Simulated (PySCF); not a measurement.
All values below come from B3LYP-D3(BJ)/def2-TZVP in PySCF. Gas-phase values, no solvent. B3LYP has the VWN-RPA correlation part, as in Gaussian. Excitations are Tamm–Dancoff values on a coarser integration grid. The basis has no diffuse functions, so Rydberg states are missing or too high.

Reference species (SMILES): `[F][Ga]([F])[F]` (neutral, multiplicity 1).

```
Item                                            Value
-------------------------------------------  --------
LUMO                                         -2.88 eV
brightest of the four lowest singlets (TDA)   7.40 eV
HOMO–LUMO gap                                 8.58 eV
```

After one change: the LUMO goes up by 1.65 eV; the brightest of the four lowest singlets (TDA) rises by 0.14 eV; the HOMO–LUMO gap falls by 0.43 eV.

Q: Name the change that produced these shifts. The new species is one of these.
A) `[CH3][Ga]([F])[F]`
B) `[CH3][Ga]([CH3])[F]`
C) `[CH3][Ga]([CH3])[CH3]`

A: A, `[CH3][Ga]([F])[F]`
